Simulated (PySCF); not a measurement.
Compound: C6H9N.
SMILES with atom numbers: `[CH3:1][CH:2]=[C:3]=[CH:4]/[CH:5]=[N:6]\[CH3:7]` (hydrogens: H8, H9, H10 on C1; H11 on C2; H12 on C4; H13 on C5; H14, H15, H16 on C7)

The geometry is computed with GFN2-xTB (gas phase).

Question: What internal coordinates does the optimisation give?

Answer: 
```csv
bond,length (bohr)
C1–C2,2.834
C2=C3,2.450
C3=C4,2.472
C4–C5,2.761
C5=N6,2.386
N6–C7,2.702
"C1–H8, C1–H9, C1–H10",2.058
C2–H11,2.048
C4–H12,2.050
C5–H13,2.052
"C7–H14, C7–H15, C7–H16",2.066
```

Bonds in one row agree within 0.02 bohr and their mean is given. A selection of angles:
```csv
angle,degrees
C2–C1–H8,109.9
C2–C1–H9,111.0
H8–C1–H9,109.0
H8–C1–H10,107.9
C1–C2–C3,124.7
C1–C2–H11,115.7
C3–C2–H11,119.5
C2–C3–C4,176.4
C3–C4–C5,126.5
C3–C4–H12,118.6
C5–C4–H12,114.9
C4–C5–N6,130.3
C4–C5–H13,114.6
N6–C5–H13,115.1
C5–N6–C7,122.1
N6–C7–H14,112.5
N6–C7–H15,107.7
N6–C7–H16,110.4
H14–C7–H15,109.8
H14–C7–H16,107.7
```

Dihedral angles: C3–C4–C5–N6 -11° (synperiplanar); C4–C5–N6–C7 0° (synperiplanar). The mirror-image conformer, all signs reversed, is as good.

The 2 C–N bonds span 1.263 Å (C5=N6, drawn double) to 1.430 Å (N6–C7, drawn single), a spread of 0.167 Å. Of the pairs four or more bonds apart, C3···C7 is among the closest relative to their van der Waals radii: 2.93 Å, 86 % of the sum of Bondi's values. N6 (imine nitrogen) is bent (angle 122.1°). The C–C distances run from 1.297 Å (C2=C3, drawn double) to 1.500 Å (C1–C2, drawn single), a spread of 0.203 Å.

Point group: C1 (no symmetry element, even within 0.4 Å). Whether it is a minimum is left open (no frequencies). One conformer, not necessarily the lowest.
